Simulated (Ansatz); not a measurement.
Geometry optimisation, RKS B3LYP-D4/def2-SVP (Ansatz).

The input (input.yaml):

```yaml
crystal:
  periodic: [false, false, false]
  atoms:
    - { symbol: S, position_ang: [-0.3571, 1.3537, 0.4658] }
    - { symbol: B, position_ang: [-0.0886, -0.4381, 0.1826] }
    - { symbol: Cl, position_ang: [1.3231, -1.2466, 0.9816] }
    - { symbol: Br, position_ang: [-1.2222, -1.4869, -1.0038] }
    - { symbol: H, position_ang: [0.3946, 1.7442, -0.6677] }
basis:
  gaussian: { orbitals: def2-SVP }
hamiltonian:
  xc: b3lyp
  dispersion: d4
relax:
  f_tol: 0.015
  max_steps: 40
```

Command:

```bash
$ ansatz run input.yaml --threads 1 --pin off --max-ram 2048MiB --backend cpu --events-out ev --progress --plain --runs-dir out
```

Q: Where does it end, and by what steps?

A: The run converged. After 11 steps the energy has fallen by 0.658 eV; H5 moved furthest, 0.87 Å.

| step | energy less start (eV) | largest force component (eV/Å) | accepted |
| --- | --- | --- | --- |
| 0 | 0.0000 | 1.014 | yes |
| 1 | -0.0432 | 0.899 | yes |
| 2 | -0.0736 | 0.714 | yes |
| 3 | -0.1473 | 0.262 | yes |
| 4 | -0.1853 | 0.352 | yes |
| 5 | -0.3258 | 0.869 | yes |
| 6 | -0.3799 | 2.172 | yes |
| 7 | -0.6117 | 0.739 | yes |
| 8 | -0.6516 | 0.479 | yes |
| 9 | -0.6563 | 0.131 | yes |
| 10 | -0.6576 | 0.023 | yes |
| 11 | -0.6576 | 0.004 | yes |

```xyz
5
Properties=species:S:1:pos:R:3
S 0.342 1.349 0.328
B 0.142 -0.430 0.178
Cl 1.013 -1.447 1.315
Br -0.976 -1.239 -1.166
H -0.470 1.694 -0.697
```

Run time: 45 s on 1 thread of Arm Neoverse V2, on a shared host, peak memory 0.18 GiB.
